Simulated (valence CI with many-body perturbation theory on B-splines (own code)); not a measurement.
## Level structure of Gd15+

Computed by configuration interaction combined with many-body perturbation theory (CI+MBPT): three valence electrons over a frozen Dirac-Fock core [Kr] 4d10, radial functions for each j: 7 s, 7 p, 7 d, 7 f, 4 g, 2 h, with the one-electron correlation potential Σ1 (screened to all orders), the two-electron term Σ2, the three-electron term Σ3, Breit, model QED; selected single and double excitations, second order for the rest, scaled by the run's own slope (own B-spline code, finite nucleus).

No measured spectrum was set against this ion. As an estimate, terms of the open shell hold to a few per cent of their energy, and close levels can change places; configurations with another count of f electrons can be misplaced by thousands of cm⁻¹.

Levels 46 to 90 of 246, with energies above the lowest level, 4f3 4I°_9/2. "Leading %" is the weight of the configuration and term that name the level; weights of strongly mixed levels are sums over their largest components and can fall short. In the jj column 3d3/2^4 stands for four electrons in 3d with j = 3/2.

| No. | Configuration | Term | J | E (cm⁻¹) | Leading % | Second component | g | Leading jj |
| --- | --- | --- | --- | --- | --- | --- | --- | --- |
| 46 | 4f3 | 2F° | 7/2 | 77606 | 95 |  | 1.145 | 4f7/2^3 (42 %) |
| 47 | 4f2 5s | 2G | 7/2 | 80246 | 72 | 22 % 4f2 5s 2F | 0.945 | 4f5/2 4f7/2 5s (81 %) |
| 48 | 4f2 5s | 2H | 11/2 | 81880 | 95 |  | 1.089 | 4f7/2^2 5s (67 %) |
| 49 | 4f2 5s | 2F | 5/2 | 82290 | 90 | 5 % 4f2 5s 4F | 0.880 | 4f5/2 4f7/2 5s (69 %) |
| 50 | 4f2 5s | 2G | 9/2 | 85006 | 68 | 27 % 4f2 5s 4F | 1.159 | 4f7/2^2 5s (88 %) |
| 51 | 4f2 5s | 2F | 7/2 | 90501 | 78 | 19 % 4f2 5s 2G | 1.094 | 4f7/2^2 5s (86 %) |
| 52 | 4f3 | 2G° | 9/2 | 90881 | 98 |  | 1.107 | 4f5/2 4f7/2^2 (65 %) |
| 53 | 4f3 | 2G° | 7/2 | 93153 | 98 |  | 0.893 | 4f5/2 4f7/2^2 (54 %) |
| 54 | 4f2 5s | 2D | 5/2 | 97580 | 68 | 25 % 4f2 5s 4P | 1.280 | 4f5/2 4f7/2 5s (64 %) |
| 55 | 4f2 5s | 2D | 3/2 | 98353 | 83 | 9 % 4f2 5s 4P | 0.891 | 4f5/2 4f7/2 5s (47 %) |
| 56 | 4f2 5s | 4P | 1/2 | 102070 | 98 |  | 2.643 | 4f5/2^2 5s (53 %) |
| 57 | 4f2 5s | 4P | 3/2 | 104500 | 90 | 7 % 4f2 5s 2D | 1.657 | 4f5/2 4f7/2 5s (87 %) |
| 58 | 4f2 5s | 2I | 13/2 | 106570 | 99 |  | 1.077 | 4f5/2 4f7/2 5s (79 %) |
| 59 | 4f2 5s | 2I | 11/2 | 106670 | 98 |  | 0.924 | 4f5/2 4f7/2 5s (77 %) |
| 60 | 4f2 5s | 4P | 5/2 | 108690 | 74 | 24 % 4f2 5s 2D | 1.496 | 4f7/2^2 5s (82 %) |
| 61 | 4f2 5s | 2P | 1/2 | 114120 | 98 |  | 0.695 | 4f5/2 4f7/2 5s (75 %) |
| 62 | 4f2 5s | 2P | 3/2 | 117890 | 92 | 6 % 4f2 5s 2D | 1.301 | 4f7/2^2 5s (55 %) |
| 63 | 4f3 | 2F° | 7/2 | 126590 | 95 |  | 1.139 | 4f5/2^2 4f7/2 (51 %) |
| 64 | 4f3 | 2F° | 5/2 | 129250 | 95 | 5 % 4f 5s2 2F° | 0.856 | 4f5/2 4f7/2^2 (83 %) |
| 65 | 4f2 5s | 2S | 1/2 | 161520 | 97 |  | 1.997 | 4f7/2^2 5s (71 %) |
| 66 | 4f 5s2 | 2F° | 5/2 | 162680 | 93 | 5 % 4f3 2F° | 0.855 | 4f5/2 5s^2 (93 %) |
| 67 | 4f 5s2 | 2F° | 7/2 | 170930 | 95 |  | 1.142 | 4f7/2 5s^2 (95 %) |
| 68 | 4f2 5p | 4I° | 9/2 | 275970 | 61 | 30 % 4f2 5p 2H° | 0.806 | 4f5/2^2 5p1/2 (95 %) |
| 69 | 4f2 5p | 4H° | 7/2 | 282100 | 52 | 32 % 4f2 5p 2G° | 0.789 | 4f5/2^2 5p1/2 (84 %) |
| 70 | 4f2 5p | 4I° | 11/2 | 286170 | 52 | 21 % 4f2 5p 4H° | 1.009 | 4f5/2 4f7/2 5p1/2 (98 %) |
| 71 | 4f2 5p | 4H° | 9/2 | 286690 | 39 | 25 % 4f2 5p 4G° | 1.042 | 4f5/2 4f7/2 5p1/2 (97 %) |
| 72 | 4f2 5p | 4G° | 5/2 | 287760 | 75 | 20 % 4f2 5p 2F° | 0.653 | 4f5/2^2 5p1/2 (75 %) |
| 73 | 4f2 5p | 2D° | 3/2 | 290630 | 46 | 40 % 4f2 5p 4F° | 0.695 | 4f5/2^2 5p1/2 (68 %) |
| 74 | 4f2 5p | 4G° | 7/2 | 292550 | 43 | 17 % 4f2 5p 4F° | 1.042 | 4f5/2 4f7/2 5p1/2 (92 %) |
| 75 | 4f2 5p | 4G° | 11/2 | 293610 | 51 | 28 % 4f2 5p 2H° | 1.191 | 4f7/2^2 5p1/2 (79 %) |
| 76 | 4f2 5p | 4F° | 5/2 | 294630 | 32 | 30 % 4f2 5p 4D° | 1.165 | 4f5/2 4f7/2 5p1/2 (94 %) |
| 77 | 4f2 5p | 4H° | 13/2 | 295520 | 37 | 31 % 4f2 5p 2I° | 1.140 | 4f7/2^2 5p1/2 (71 %) |
| 78 | 4f2 5p | 2G° | 9/2 | 295760 | 30 | 23 % 4f2 5p 2H° | 1.080 | 4f5/2 4f7/2 5p1/2 (92 %) |
| 79 | 4f2 5p | 4D° | 7/2 | 298970 | 35 | 32 % 4f2 5p 2F° | 1.180 | 4f5/2 4f7/2 5p1/2 (89 %) |
| 80 | 4f2 5p | 2F° | 7/2 | 304240 | 37 | 24 % 4f2 5p 4D° | 1.155 | 4f7/2^2 5p1/2 (94 %) |
| 81 | 4f2 5p | 2H° | 9/2 | 307440 | 39 | 29 % 4f2 5p 2G° | 1.055 | 4f7/2^2 5p1/2 (96 %) |
| 82 | 4f2 5p | 2P° | 3/2 | 314740 | 42 | 27 % 4f2 5p 2D° | 1.195 | 4f5/2 4f7/2 5p1/2 (55 %) |
| 83 | 4f2 5p | 2F° | 5/2 | 315010 | 56 | 20 % 4f2 5p 2D° | 1.000 | 4f5/2 4f7/2 5p1/2 (61 %) |
| 84 | 4f2 5p | 4D° | 1/2 | 319650 | 71 | 11 % 4f2 5p 2S° | 0.419 | 4f5/2^2 5p1/2 (66 %) |
| 85 | 4f2 5p | 2S° | 1/2 | 320300 | 43 | 38 % 4f2 5p 4P° | 1.881 | 4f5/2 4f7/2 5p1/2 (93 %) |
| 86 | 4f2 5p | 2I° | 11/2 | 323670 | 59 | 39 % 4f2 5p 2H° | 0.990 | 4f5/2 4f7/2 5p1/2 (76 %) |
| 87 | 4f2 5p | 4D° | 3/2 | 324120 | 64 | 16 % 4f2 5p 2P° | 1.186 | 4f5/2 4f7/2 5p1/2 (75 %) |
| 88 | 4f2 5p | 2K° | 13/2 | 324180 | 54 | 43 % 4f2 5p 2I° | 1.001 | 4f5/2 4f7/2 5p1/2 (70 %) |
| 89 | 4f2 5p | 2D° | 5/2 | 328030 | 36 | 31 % 4f2 5p 4D° | 1.217 | 4f7/2^2 5p1/2 (74 %) |
| 90 | 4f2 5p | 4S° | 3/2 | 328720 | 48 | 25 % 4f2 5p 4P° | 1.720 | 4f7/2^2 5p1/2 (63 %) |

Names give the largest LS component (configuration and term), which can be under half, so a name can repeat, a term be missing and a line seem to break the LS rules; names also repeat where a configuration has a term twice.

Where two levels of one J and parity lie close, their mixing, g and order are uncertain.
